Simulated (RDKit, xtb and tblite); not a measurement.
Relaxed torsion scan: SMILES CC(C)(C)[SiH2][SiH2]C=O, singlet. Scanned: dihedral C2–Si5–Si6–C7 and dihedral Si5–Si6–C7–O8; all other coordinates were relaxed at GFN2-xTB. GFN2-xTB can order the conformers of Si and Ge chains otherwise than DFT does. Points at φ and −φ are mirror images. Heavy atoms are numbered in the order of the SMILES CC(C)(C)[SiH2][SiH2]C=O, hydrogens after them in the order of the atoms that carry them; the mirror image has the same energies with the sign of each dihedral reversed.

Methods: GFN2-xTB (xtb and tblite); MMFF94 // GFN2-xTB (RDKit); UFF // GFN2-xTB (RDKit).

Energies in kcal/mol at chosen points (x: dihedral C2–Si5–Si6–C7 (°); y: dihedral Si5–Si6–C7–O8 (°)), relative to x = -60, y = -60:

```
method    (180, -150)  (-150, 90)  (60, 180)  (-60, 120)  (150, -90)  (-30, 150)  (0, 150)
--------  -----------  ----------  ---------  ----------  ----------  ----------  --------
GFN2-xTB          1.3         0.1        2.2        -0.1         0.1         1.7       1.9
MMFF94            1.3         0.6        2.0         0.5         0.6         3.6       4.5
UFF               2.1         1.9        1.0         1.6         1.9         3.5       4.2
```

MMFF94 has few fitted parameters for silicon.
